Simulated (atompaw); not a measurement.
neodymium (Nd): one change to a PAW (atompaw) potential, before and after

| Property | Result |
| --- | --- |
| Element | neodymium |
| Generator | atompaw 4.2.0.5 |
| Type | PAW |
| Functional | PBEsol |
| Relativity | scalar-relativistic |
| Frozen core | [Kr] 4d10 |
| Valence charge | 14 |
| Reference configuration | 4f4 5s2 5p6 5d0 6s2 6p0 |
| Partial waves | 5s (bound): rc 2.20 bohr; 6s (bound): rc 2.55 bohr; 5p (bound): rc 2.55 bohr; 6p (bound, empty): rc 2.55 bohr; 5d (bound, empty): rc 2.55 bohr; 5d channel at 2.4 Ry: rc 2.55 bohr; 4f (bound): rc 1.90 bohr; 4f channel at 2.15 Ry: rc 1.90 bohr |
| Local potential | bessel scheme, radius 2.15 bohr |
| Core correction | smooth core density matched at 2.05 bohr |
| Augmentation charge | sinc compensation charge, radius 2.50 bohr; PAW radius 2.55 bohr; waves and projectors: custom rrkj vanderbiltortho |

All-electron outer shells of the reference configuration (PBEsol, scalar-relativistic, ld1.x):

```json
{"shell": "4p", "level (eV)": "-225.70", "outermost node (bohr)": "0.32", "outermost maximum (bohr)": "0.59"}
{"shell": "4d", "level (eV)": "-116.57", "outermost node (bohr)": "0.29", "outermost maximum (bohr)": "0.62"}
{"shell": "5s", "level (eV)": "-40.49", "outermost node (bohr)": "0.72", "outermost maximum (bohr)": "1.32"}
{"shell": "5p", "level (eV)": "-22.10", "outermost node (bohr)": "0.77", "outermost maximum (bohr)": "1.50"}
{"shell": "6s", "level (eV)": "-3.52", "outermost node (bohr)": "1.77", "outermost maximum (bohr)": "3.78"}
{"shell": "5d", "level (eV)": "-1.93", "outermost node (bohr)": "0.88", "outermost maximum (bohr)": "2.24"}
{"shell": "4f", "level (eV)": "-1.79", "outermost node (bohr)": "–", "outermost maximum (bohr)": "0.67"}
{"shell": "6p", "level (eV)": "-1.22", "outermost node (bohr)": "2.14", "outermost maximum (bohr)": "5.04"}
```

Change: augmentation sinc compensation charge, radius 2.50 bohr; PAW radius 2.55 bohr; waves and projectors: custom polynom2 7 10 vanderbiltortho.

Cutoffs: the cutoffs (Ry, on a coarse ladder) from which the occupation-weighted sum of valence levels, in a spherical-Bessel basis at the reference potential, stays within 10 and 1 mRy of its value at 400 Ry; they do not see the model core or the augmentation charge, which bear on the density cutoff.

Task: What does the change do?

Result: The potential gets harder (35 Ry and 55 Ry → 70 Ry and 180 Ry); neither file shows a bound ghost.

```csv
quantity,base,changed
"cutoff, loose",35 Ry,70 Ry
"cutoff, tight",55 Ry,180 Ry
loose cutoff by channel (10 mRy a level),"s 10 Ry, p 10 Ry, f 35 Ry","s 8 Ry, p 15 Ry, f 25 Ry"
bound ghosts,none,none
s: phases at 2.56 bohr within 0.05 rad from the reference energy up to (Ry; the scan ends near 5),0.8,0.6
p: phases at 2.56 bohr within 0.05 rad from the reference energy up to (Ry; the scan ends near 5),1.6,2.3
d: phases at 2.56 bohr within 0.05 rad from the reference energy up to (Ry; the scan ends near 5),4.1,4.4
f: phases at 2.56 bohr within 0.05 rad from the reference energy up to (Ry; the scan ends near 5),to the end of the scan,to the end of the scan
lowest overlap eigenvalue by channel,"s 0.11, p 0.16, d 0.49, f 0.86","s 0.25, p 0.83, d 0.87, f 0.98"
```

 The cutoffs see the waves, projectors and local potential, not the compensation charge or the core.
